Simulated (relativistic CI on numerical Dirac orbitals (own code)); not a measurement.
## Co⁺ (3d8) in a crystal field

Calculated by Dirac-Coulomb-Breit CI, KLI orbitals optimised for each configuration, QED by a radiative potential, valence Slater integrals scaled by 0.8, one configuration in a parametric crystal field (own radial code).

Field parameters in Wybourne normalisation: D3d B²₀ = −7Dσ, B⁴₀ = −14Dq − 21Dτ, B⁴₃ = −14√(10/7) Dq. The field is a parameter set, without covalency.

S is read from ⟨S²⟩ = S(S + 1).

Levels (cm⁻¹, degeneracy): 0 (1), 8 (2), 7954 (2), 8104 (2), 8259 (1), 8307 (1), 8881 (2), 8946 (1), 12600 (2), 12679 (1), 13264 (2), 14323 (1).

Which field gives this pattern?
A. D3d, 10Dq = 7650, Dσ = 1200, Dτ = 140 cm⁻¹
B. D3d, 10Dq = 7650, Dσ = -760, Dτ = 140 cm⁻¹
C. D3d, 10Dq = 7650, Dσ = -980, Dτ = 140 cm⁻¹
D. D3d, 10Dq = 7650, Dσ = 980, Dτ = 140 cm⁻¹

B. D3d, 10Dq = 7650, Dσ = -760, Dτ = 140 cm⁻¹, ground level with S = 1.00.
